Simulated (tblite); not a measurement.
C₇H₁₀NP.
Cartesian coordinates in Å at the GFN2-xTB level; atoms count from 1:
```
atom  x, y, z in Å
C1    -2.2011   -0.8993   -0.5306
P2    -1.4894   -0.3842    1.1068
C3    -1.9719    1.3935    1.0689
C4     0.2477   -0.2140    0.5487
C5     0.9930   -1.3377    0.1968
C6     2.3117   -1.1680   -0.1796
C7     2.8469    0.1129   -0.1759
C8     2.0270    1.1613    0.2087
N9     0.7640    1.0056    0.5627
H10   -3.2863   -0.8778   -0.4523
H11   -1.8786   -0.2290   -1.3262
H12   -1.8914   -1.9163   -0.7609
H13   -1.6751    1.8551    0.1296
H14   -1.4764    1.9039    1.8907
H15   -3.0503    1.4645    1.2026
H16    0.5346   -2.3158    0.2229
H17    2.9178   -2.0164   -0.4655
H18    3.8730    0.2911   -0.4590
H19    2.3949    2.1797    0.2344
```

Level: GFN2-xTB in tblite, geometry and Hessian alike; calculated harmonic values, unscaled, isolated species. Errors from tens to a few hundred cm⁻¹ against measured bands are possible. One conformer, not necessarily the lowest.

Harmonic wavenumbers (cm⁻¹): 31.3, 104.0, 144.5, 164.1, 184.3, 227.7, 264.0, 302.8, 360.6, 390.4, 457.9, 595.3, 689.3, 700.8, 713.4, 748.3, 752.7, 819.7, 858.9, 888.7, 898.1, 915.8, 934.2, 936.9, 997.2, 1090.8, 1113.1, 1146.5, 1164.8, 1244.1, 1285.8, 1309.4, 1311.9, 1395.0, 1423.6, 1429.2, 1439.8, 1446.6, 1456.4, 1556.2, 1573.9, 2989.3, 3003.0, 3010.4, 3015.6, 3020.7, 3034.0, 3045.2, 3062.3, 3074.4, 3091.1.

A = 2906, B = 995.7, C = 815.4 MHz; mass 139.055 u (most abundant isotopes); point group C1, symmetry number 1.

Q: Zero-point energy?

A: Half the sum of the wavenumbers: 32907 cm⁻¹ = 94.09 kcal/mol.

Q: Entropy at 200 K, 1 bar (ideal gas, RRHO, classical rotation)?

A: Translation 38.74, rotation 28.11, vibration 17.99: S = 84.8 cal/(mol K).

Q: And Cp and H(200 K) − H(0)?

A: Cp = 28.01 cal/(mol K), of which vibrations give 20.06 (their classical limit is 51 R = 101.3); H(200 K) − H(0) = 3.56 kcal/mol without the zero-point energy, 1.97 from vibrations.

Q: What must be added to the electronic energy to get the Gibbs energy at 200 K and 1 bar?

A: ZPE + [H(200 K) − H(0)] − T·S = 94.09 + 3.56 − 16.97 = 80.68 kcal/mol.

Q: How do the functions run with temperature in this model?

A: 
```json
{"T (K)": "150", "S (cal/(mol K))": "77.5", "Cp (cal/(mol K))": "23.1", "H − H(0) (kcal/mol)": "2.29", "G − H(0) (kcal/mol)": "-9.34", "ln q(vib)": "2.85"}
{"T (K)": "250", "S (cal/(mol K))": "91.6", "Cp (cal/(mol K))": "33.2", "H − H(0) (kcal/mol)": "5.09", "G − H(0) (kcal/mol)": "-17.82", "ln q(vib)": "5.33"}
{"T (K)": "298.15", "S (cal/(mol K))": "97.9", "Cp (cal/(mol K))": "38.4", "H − H(0) (kcal/mol)": "6.82", "G − H(0) (kcal/mol)": "-22.38", "ln q(vib)": "6.54"}
{"T (K)": "400", "S (cal/(mol K))": "110.7", "Cp (cal/(mol K))": "48.9", "H − H(0) (kcal/mol)": "11.27", "G − H(0) (kcal/mol)": "-33.02", "ln q(vib)": "9.12"}
{"T (K)": "600", "S (cal/(mol K))": "133.7", "Cp (cal/(mol K))": "64.6", "H − H(0) (kcal/mol)": "22.73", "G − H(0) (kcal/mol)": "-57.51", "ln q(vib)": "14.20"}
{"T (K)": "900", "S (cal/(mol K))": "163.0", "Cp (cal/(mol K))": "79.3", "H − H(0) (kcal/mol)": "44.52", "G − H(0) (kcal/mol)": "-102.16", "ln q(vib)": "21.47"}
```

q(vib) and H(0) count from the zero-point level.

Q: Blend soft modes into free rotors: weight 1/[1 + (100 cm⁻¹/ν̃)⁴] for the oscillator and the rest for a rotor with moment μB/(μ + B), μ = h/(8π²ν), B = 10⁻⁴⁴ kg m². What vibrational entropy results?

A: 16.67 cal/(mol K) in place of 17.99, which changes −T·S at 200 K by +0.26 kcal/mol.

Q: Which modes carry the vibrational entropy at 200 K?

A: 31.3 cm⁻¹: 4.95; 104.0 cm⁻¹: 2.61; 144.5 cm⁻¹: 2.00; 164.1 cm⁻¹: 1.77; 184.3 cm⁻¹: 1.57; 227.7 cm⁻¹: 1.21 cal/(mol K); the other 45 give 3.87 together.

Hindered rotation and anharmonicity are outside this model. Other conformers, if any are populated, would add a mixing term that is left out. The structure is chiral; the term R ln 2 for an equal mix with its mirror image is left out.
